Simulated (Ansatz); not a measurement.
This geometry of BClH$_{6}$OSi (10 atoms, charge 0, multiplicity 1) is a first-order saddle point.

Theory: RKS LDA/6-31G* (Ansatz 0.2.0).

```xyz
10
Properties=species:S:1:pos:R:3
B 0.034 -0.314 -0.017
Cl -0.159 -0.030 2.144
H 0.960 0.414 -0.261
H -1.080 -0.110 -0.447
O 0.387 -1.717 0.226
Si -0.722 -2.895 -0.270
H -0.133 -4.213 0.120
H -2.036 -2.674 0.418
H -0.883 -2.806 -1.755
H 0.292 -1.278 1.561
```

(1) Which two structures does it join? (They come from a converged band through this point; their orientation in space is the band's.)

(2) How far does it lie above each of them?

Results:

(1) Bonds broken: B1–Cl2, O5–H10. Bonds formed: Cl2–H10. BClH6OSi becomes BH5OSi + ClH.

Image 0:

```xyz
10
Properties=species:S:1:pos:R:3
B -0.083 -0.227 0.200
Cl -0.662 0.034 1.927
H 0.801 0.530 -0.121
H -1.011 -0.347 -0.589
O 0.526 -1.697 0.229
Si -0.759 -2.792 -0.184
H -0.230 -4.120 0.271
H -2.008 -2.429 0.543
H -0.865 -2.736 -1.667
H 0.952 -1.838 1.109
```

Image 10:

```xyz
10
Properties=species:S:1:pos:R:3
B 0.124 -0.262 -0.656
Cl 0.278 -1.091 3.167
H 0.628 0.725 -0.178
H -0.111 -0.402 -1.838
O -0.192 -1.266 0.199
Si -0.907 -2.770 -0.141
H 0.069 -3.823 0.271
H -2.160 -2.852 0.667
H -1.188 -2.819 -1.611
H 0.118 -1.063 1.840
```

(2) 16.5 kcal/mol above the first and 10.7 kcal/mol above the second. This is the barrier of this one path; another mechanism may lie lower. The orbitals stay closed-shell, which can raise the energy where a bond breaks towards radicals; this wasn't checked here.

The run took 2.7 min on 1 thread of Intel(R) Xeon(R) 6975P-C (Granite Rapids), with other jobs on the host, peak memory 0.13 GiB.
